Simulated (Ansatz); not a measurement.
`c1cc2sc(-c3cc4sc(-c5cc6sc(-c7cc8sc(-c9cc%10sc(-c%11cc%12sccc%12s%11)cc%10s9)cc8s7)cc6s5)cc4s3)cc2s1` with charge -1. The state is a doublet with charge -1. Geometry PBE-D4/def2-SVP, that of the neutral singlet; atoms count from 1.

Cartesian coordinates in Å:
```
C -11.043 -0.301 -13.560
C -10.687 0.800 -12.803
C -9.765 0.435 -11.781
S -8.934 1.281 -10.507
C -8.129 -0.205 -9.982
C -7.216 -0.185 -8.864
C -6.635 -1.278 -8.215
C -5.785 -0.868 -7.161
S -4.791 -1.690 -5.992
C -4.284 -0.154 -5.274
C -3.374 -0.136 -4.157
C -2.863 0.979 -3.485
C -1.995 0.604 -2.435
S -1.054 1.466 -1.250
C -0.446 -0.049 -0.563
C 0.464 -0.028 0.552
C 1.056 -1.118 1.201
C 1.896 -0.704 2.259
S 2.898 -1.518 3.428
C 3.397 0.023 4.143
C 4.306 0.056 5.259
C 4.778 1.182 5.943
C 5.659 0.827 6.989
S 6.565 1.712 8.185
C 7.221 0.213 8.860
C 8.122 0.274 9.984
C 8.544 1.398 10.695
C 9.433 1.053 11.744
S 10.299 1.934 12.972
C 10.991 0.457 13.595
C 10.589 -0.671 12.905
C 9.699 -0.328 11.847
S 8.836 -1.214 10.622
C 6.754 -0.913 8.177
C 5.876 -0.561 7.126
S 4.969 -1.443 5.929
C 2.804 1.112 3.494
C 1.963 0.696 2.438
S 0.961 1.512 1.271
C -0.957 -1.165 -1.235
C -1.826 -0.790 -2.285
S -2.766 -1.651 -3.471
C -4.867 0.940 -5.923
C -5.707 0.531 -6.983
S -6.696 1.352 -8.158
C -8.502 -1.301 -10.762
C -9.428 -0.934 -11.771
S -10.267 -1.778 -13.044
H -11.734 -0.332 -14.412
H -11.074 1.811 -12.981
H -6.838 -2.319 -8.494
H -3.116 2.011 -3.756
H 0.878 -2.160 0.906
H 4.485 2.207 5.685
H 8.211 2.417 10.456
H 11.671 0.509 14.455
H 10.922 -1.687 13.153
H 7.043 -1.937 8.447
H 2.984 2.154 3.784
H -0.704 -2.197 -0.963
H -4.682 1.980 -5.629
H -8.106 -2.311 -10.605
```

Single mean-field runs in def2-SVP are fitted with def2-universal-jkfit.

(1) Estimate the Mulliken populations of the heavy atoms from the PBE0/def2-SVP orbitals of Ansatz.

(2) Where does the spin sit?

(3) And the Mayer bond orders between heavy atoms (over 0.3, the first 40 of 59)?

Results:

(1) 
```
atom  charge (e)  spin (α − β)
  C1       -0.15          0.05
  C2        0.00         -0.03
  C3       -0.08          0.04
  S4        0.12          0.01
  C5       -0.10         -0.03
  C6       -0.12          0.09
  C7       -0.03         -0.03
  C8       -0.07          0.04
  S9        0.11          0.03
 C10       -0.10          0.00
 C11       -0.11          0.07
 C12       -0.04          0.01
 C13       -0.06          0.02
 S14        0.10          0.03
 C15       -0.11          0.04
 C16       -0.11          0.04
 C17       -0.04          0.04
 C18       -0.06         -0.01
 S19        0.10          0.03
 C20       -0.11          0.07
 C21       -0.10          0.00
 C22       -0.05          0.07
 C23       -0.05         -0.03
 S24        0.10          0.02
 C25       -0.11          0.09
 C26       -0.09         -0.03
 C27       -0.05          0.07
 C28       -0.08         -0.03
 S29        0.10          0.00
 C30       -0.15          0.05
 C31        0.00         -0.03
 C32       -0.08          0.04
 S33        0.11          0.01
 C34       -0.04         -0.03
 C35       -0.07          0.04
 S36        0.11          0.03
 C37       -0.04          0.01
 C38       -0.06          0.02
 S39        0.10          0.03
 C40       -0.04          0.04
 C41       -0.06         -0.01
 S42        0.10          0.03
 C43       -0.05          0.07
 C44       -0.05         -0.03
 S45        0.11          0.02
 C46       -0.04          0.07
 C47       -0.08         -0.03
 S48        0.10          0.00
```
Mulliken values depend strongly on the basis.

(2) Summed by element: C 0.79, S 0.24, H -0.02, of 1 unpaired in all. Largest on single atoms: C6 0.09, C25 0.09, C27 0.07.

(3) C1–C2 1.56 (1.38 Å); C1–S48 1.13 (1.75 Å); C2–C3 1.28 (1.42 Å); C3–S4 1.06 (1.74 Å); C3–C47 1.40 (1.41 Å); S4–C5 1.09 (1.77 Å); C5–C6 1.20 (1.44 Å); C5–C46 1.50 (1.40 Å); C6–C7 1.47 (1.40 Å); C6–S45 1.07 (1.77 Å); C7–C8 1.33 (1.41 Å); C8–S9 1.05 (1.74 Å); C8–C44 1.37 (1.41 Å); S9–C10 1.07 (1.77 Å); C10–C11 1.24 (1.44 Å); C10–C43 1.45 (1.40 Å); C11–C12 1.44 (1.40 Å); C11–S42 1.06 (1.77 Å); C12–C13 1.35 (1.41 Å); C13–S14 1.05 (1.74 Å); C13–C41 1.35 (1.41 Å); S14–C15 1.06 (1.77 Å); C15–C16 1.25 (1.44 Å); C15–C40 1.43 (1.40 Å); C16–C17 1.43 (1.40 Å); C16–S39 1.06 (1.77 Å); C17–C18 1.34 (1.41 Å); C18–S19 1.06 (1.74 Å); C18–C38 1.35 (1.41 Å); S19–C20 1.06 (1.77 Å); C20–C21 1.24 (1.44 Å); C20–C37 1.44 (1.40 Å); C21–C22 1.44 (1.40 Å); C21–S36 1.07 (1.77 Å); C22–C23 1.32 (1.41 Å); C23–S24 1.06 (1.74 Å); C23–C35 1.37 (1.41 Å); S24–C25 1.07 (1.77 Å); C25–C26 1.23 (1.44 Å); C25–C34 1.45 (1.40 Å).
